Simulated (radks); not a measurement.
The numbers below are computed, except where a source is named.
Q: Valence configurations of V II (all share [Ar]). Code: a radial shooting solver on a logarithmic mesh with Libxc functionals. Model: scalar-relativistic Kohn-Sham, PBE, spin-unpolarised, spherical densities, finite nucleus; Fermi nuclear charge, rms radius 3.6002 fm. Order these by energy: 3d4; 3d3 4s1; 3d3.5 4p0.5; 3d2 4p2; 3d3.5 4s0.5; 3d2 4s1 4p1; 3d3 4p1; 3d2.5 4s1 4p0.5; 3d0.5 4s2 4p1.5; 3d1.5 4s1 4p1.5.

A: From the lowest, in eV above it: 3d3.5 4s0.5 0.000; 3d4 0.011; 3d3 4s1 0.549; 3d3.5 4p0.5 1.933; 3d2.5 4s1 4p0.5 3.934; 3d3 4p1 4.654; 3d2 4s1 4p1 8.379; 3d2 4p2 13.046; 3d1.5 4s1 4p1.5 14.007; 3d0.5 4s2 4p1.5 23.757. NIST lists [Ar] 3d4 as the ground configuration; this level of theory puts 3d3.5 4s0.5 lower, by 0.011 eV. The energies are those of spherical spin-averaged densities, not of single terms.
